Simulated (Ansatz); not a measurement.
Basis-set extrapolation for `COB(Cl)OC` (PBE0-D4/def2-TZVP geometry, frozen core, the Gaussian-basis code of Ansatz). Multiplicity 1, RHF reference.

```json
{"": "HF", "def2-TZVPP": "-713.393869", "def2-QZVPP": "-713.418725"}
{"": "MP2 correlation", "def2-TZVPP": "-1.099962", "def2-QZVPP": "-1.186149"}
{"": "CCSD(T) correlation", "def2-TZVPP": "-1.190304", "def2-QZVPP": "not run"}
```

Energies in hartree. Use E(X) = E(∞) + A·exp(−7.88·√X) for Hartree–Fock and E(X) = E(∞) + B·X^(−2.97) for correlation, with X = 3 and 4, and add CCSD(T) minus MP2 of the smaller set to the MP2 limit.

**Question.** What is the CCSD(T) energy at the basis-set limit?

**Answer.** HF limit: -713.418725 + (-0.024856) × 0.13774 = -713.42215. MP2 limit: -1.186149 + (-0.086187) × 0.74074 = -1.24999. Higher-order term: -1.190304 − (-1.099962) = -0.09034. Total: -714.76248 hartree, 468.1 kJ/mol below CCSD(T)/def2-TZVPP.
